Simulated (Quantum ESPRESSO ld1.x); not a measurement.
Task: These are the eigenvalues of the occupied orbitals of an atom or ion with whole-number occupations (Ry). All-electron calculation, scalar-relativistic Kohn-Sham, relativistic LDA (MacDonald-Vosko exchange, VWN5 correlation), spin-unpolarised, spherical densities, point nucleus. Program: ld1.x of Quantum ESPRESSO 7.5.

1s: -5770.31
2s: -1301.04
2p: -1183.63
3s: -526.279
3p: -491.644

Which element is it, and in what charge state? The configuration may be excited.

Result: Z = 76, osmium, charge +62: Os62+ in [Ne] 3s2 3p2. The list shows which subshells hold electrons but not how many an open one holds; the 1s level, -2885.2 hartree, gives Z - s = 76.0 by -(Z - s)^2/2, which with screening and relativity narrows Z to a few neighbours, and the depths of the outer levels then fix element, charge and occupations together.
